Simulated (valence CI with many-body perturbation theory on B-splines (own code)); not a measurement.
# Rb³¹⁺: calculated level list

Calculated by relativistic CI+MBPT: four valence electrons over a frozen Dirac-Fock core [He], a basis of 11 s, 11 p, 9 d, 7 f, 5 g, 2 h, 1 i functions for each j, with the one-electron correlation potential Σ1 (screened to all orders), the two-electron term Σ2, the three-electron term Σ3, Breit, model QED; selected single and double excitations, second order for the rest (own B-spline code, finite nucleus).

The last digits are not significant, and no measured levels were compared; by estimate large intervals hold to a few tenths of a per cent, small ones and those within an open d or f shell to about a per cent. Among the levels kept, up to 280 cm⁻¹ of a level comes from second order outside the variational space, and about a tenth of that is noise between levels of different J, which matters for small intervals.

Levels 46 to 90 of 115, with energies above the lowest level, (2s^2 2p1/2^2) J=0. "Leading %" is the weight of the configuration and term that name the level; weights of strongly mixed levels are sums over their largest components and can fall short. In the jj column 3d3/2^4 stands for four electrons in 3d with j = 3/2. Lifetimes count E1, E2, E3, M1 and M2 decay at the calculated energies, and are blank where another channel may lead or the interval is too uncertain; long ones can be off by a factor of two.

```tsv
No.	Configuration	Term	J	E (Ry)	Leading %	Lifetime	Leading jj	Second component
46	2s2p²3s	⁵P	3	169.01	68	92.1 fs	2s 2p1/2 2p3/2 3s (83 %)	28 % 2s2p²3s ³D
47	2s2p²3p	³D°	1	169.13	44	32.2 fs	2s 2p1/2^2 3p3/2 (79 %)	16 % 2s2p²3p ⁵D°
48	2s²2p3d	¹D°	2	169.55	46	15.5 fs	2s^2 2p3/2 3d3/2 (76 %)	30 % 2s²2p3d ³D°
49	2s²2p3d	³F°	4	169.67	97	260 ps	2s^2 2p3/2 3d5/2 (97 %)	
50	2s²2p3d	³D°	3	169.84	48	12.0 fs	2s^2 2p3/2 3d3/2 (70 %)	38 % 2s²2p3d ³F°
51	2s2p²3s	³P	2	170.03	57	75.8 fs	2s 2p1/2 2p3/2 3s (87 %)	20 % 2s2p²3s ³D
52	2s²2p3d	³P°	1	170.05	63	11.3 fs	2s^2 2p3/2 3d3/2 (90 %)	28 % 2s²2p3d ³D°
53	2s²2p3d	³P°	0	170.10	97	14.1 fs	2s^2 2p3/2 3d3/2 (97 %)	
54	2s²2p3d	³P°	2	170.21	51	12.4 fs	2s^2 2p3/2 3d5/2 (76 %)	31 % 2s²2p3d ³D°
55	2s2p²3p	⁵P°	1	170.31	40	124 fs	2s 2p1/2 2p3/2 3p1/2 (91 %)	26 % 2s2p²3p ⁵D°
56	2s2p²3p	⁵D°	2	170.76	43	111 fs	2s 2p1/2 2p3/2 3p1/2 (88 %)	19 % 2s2p²3p ³D°
57	2s²2p3d	¹F°	3	170.90	65	6.87 fs	2s^2 2p3/2 3d5/2 (71 %)	28 % 2s²2p3d ³D°
58	2s2p²3d	⁵F	1	171.04	64	164 fs	2s 2p1/2^2 3d3/2 (83 %)	20 % 2s2p²3d ³D
59	2s²2p3d	¹P°	1	171.10	71	10.5 fs	2s^2 2p3/2 3d5/2 (94 %)	14 % 2s²2p3d ³P°
60	2s2p²3d	⁵F	2	171.21	42	68.5 fs	2s 2p1/2^2 3d3/2 (68 %)	21 % 2s2p²3d ⁵D
61	2s2p²3p	⁵D°	3	171.65	80	1.41 ps	2s 2p1/2 2p3/2 3p3/2 (54 %)	10 % 2s2p²3p ³F°
62	2s2p²3s	³D	1	171.77	79	72.7 fs	2s 2p1/2 2p3/2 3s (92 %)	11 % 2s2p²3s ¹P
63	2s2p²3d	⁵D	3	171.82	31	21.6 fs	2s 2p1/2^2 3d5/2 (80 %)	25 % 2s2p²3d ⁵F
64	2s2p²3p	⁵P°	3	171.91	49	106 fs	2s 2p1/2 2p3/2 3p3/2 (47 %)	38 % 2s2p²3p ³D°
65	2s2p²3s	³D	2	172.00	44	62.9 fs	2s 2p1/2 2p3/2 3s (88 %)	30 % 2s2p²3s ¹D
66	2s2p²3p	⁵P°	1	172.08	35	50.7 fs	2s 2p1/2 2p3/2 3p3/2 (95 %)	24 % 2s2p²3p ³D°
67	2s2p²3s	³P	0	172.52	87	72.2 fs	2s 2p1/2 2p3/2 3s (83 %)	10 % 2s2p²3s ¹S
68	2s2p²3s	³P	1	172.53	53	92.3 fs	2s 2p1/2 2p3/2 3s (81 %)	21 % 2s2p²3s ¹P
69	2s2p²3p	³D°	2	172.53	54	49.3 fs	2s 2p1/2 2p3/2 3p3/2 (92 %)	20 % 2s2p²3p ⁵S°
70	2s2p²3p	⁵S°	2	172.73	33	99.5 fs	2s 2p1/2 2p3/2 3p1/2 (83 %)	30 % 2s2p²3p ³P°
71	2s2p²3d	³F	2	172.76	40	19.6 fs	2s 2p1/2^2 3d5/2 (63 %)	16 % 2s2p²3d ³P
72	2s2p²3p	³P°	0	172.97	80	38.2 fs	2s 2p1/2 2p3/2 3p3/2 (93 %)	16 % 2s2p²3p ⁵D°
73	2s2p²3p	⁵D°	4	173.06	70	27.8 ps	2s 2p1/2 2p3/2 3p3/2 (86 %)	30 % 2s2p²3p ³F°
74	2s2p²3p	³P°	2	173.59	57	44.1 fs	2s 2p1/2 2p3/2 3p3/2 (91 %)	16 % 2s2p²3p ¹D°
75	2s2p²3p	³P°	1	173.86	36	37.3 fs	2s 2p1/2 2p3/2 3p3/2 (80 %)	21 % 2s2p²3p ³S°
76	2s2p²3p	³D°	3	173.98	43	46.9 fs	2s 2p1/2 2p3/2 3p3/2 (80 %)	27 % 2s2p²3p ⁵P°
77	2s2p²3s	³D	3	174.19	67	53.8 fs	2s 2p3/2^2 3s (84 %)	29 % 2s2p²3s ⁵P
78	2s2p²3p	³F°	2	174.31	56	106 fs	2s 2p1/2 2p3/2 3p1/2 (94 %)	23 % 2s2p²3p ¹D°
79	2s2p²3d	⁵F	2	174.51	41	37.6 fs	2s 2p1/2 2p3/2 3d3/2 (93 %)	21 % 2s2p²3d ⁵D
80	2s2p²3d	⁵D	0	174.51	89	327 fs	2s 2p1/2 2p3/2 3d3/2 (97 %)	7 % 2s2p²3d ³P
81	2s2p²3d	⁵D	1	174.52	62	64.0 fs	2s 2p1/2 2p3/2 3d3/2 (95 %)	17 % 2s2p²3d ⁵F
82	2s2p²3p	³D°	1	174.62	53	45.6 fs	2s 2p1/2 2p3/2 3p1/2 (86 %)	20 % 2s2p²3p ¹P°
83	2s2p²3d	⁵F	4	174.66	59	543 fs	2s 2p1/2 2p3/2 3d5/2 (94 %)	34 % 2s2p²3d ⁵D
84	2s2p²3d	⁵F	3	174.68	60	26.1 fs	2s 2p1/2 2p3/2 3d3/2 (65 %)	22 % 2s2p²3d ⁵P
85	2s2p²3p	³P°	0	174.88	63	59.2 fs	2s 2p1/2 2p3/2 3p1/2 (81 %)	29 % 2s2p²3p ¹S°
86	2s2p²3s	¹D	2	174.97	40	75.7 fs	2s 2p3/2^2 3s (86 %)	31 % 2s2p²3s ³P
87	2s2p²3d	³F	2	175.52	30	21.2 fs	2s 2p1/2 2p3/2 3d5/2 (91 %)	28 % 2s2p²3d ³P
88	2s2p²3d	⁵D	4	175.73	33	1.61 ps	2s 2p1/2 2p3/2 3d3/2 (58 %)	32 % 2s2p²3d ³F
89	2s2p²3d	³F	3	175.80	57	16.6 fs	2s 2p1/2 2p3/2 3d5/2 (54 %)	29 % 2s2p²3d ⁵P
90	2s2p²3p	³D°	1	175.85	43	118 fs	2s 2p1/2 2p3/2 3p1/2 (84 %)	13 % 2s2p²3p ¹P°
```
